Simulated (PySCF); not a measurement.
All values below come from PBE-D3(BJ)/def2-TZVP // B3LYP-D3(BJ)/def2-SVP (PySCF 2.14.0). Isolated molecules, 0 K electronic values unless said otherwise. One relaxed conformer stands for a flexible species; it need not be the lowest. Excitations are Tamm–Dancoff values on a coarser integration grid. The basis has no diffuse functions, so Rydberg states are missing or too high.

Reference species (SMILES): `CN(C)B(N(C)C)N(C)C` (neutral, multiplicity 1).

| Quantity | Value |
|---|---|
| S1 oscillator strength | 0.003 |
| T1 excitation (TDA) | 4.59 eV |
| HOMO–LUMO gap | 4.64 eV |
| HOMO | -4.60 eV |

After one change: the S1 oscillator strength stays essentially unchanged; the T1 excitation (TDA) falls by 1.66 eV; the HOMO–LUMO gap decreases by 1.63 eV; the HOMO decreases by 1.69 eV.

Question: Name the change that produced these shifts. The new species is one of these.
A) `CN(C)B(I)I` (C–N–B–I torsion 0°)
B) `CN(C)B(I)N(C)C` (C–N–B–I torsion 150°, I–B–N–C torsion -24°)
C) `IB(I)I`

Answer: C, `IB(I)I`
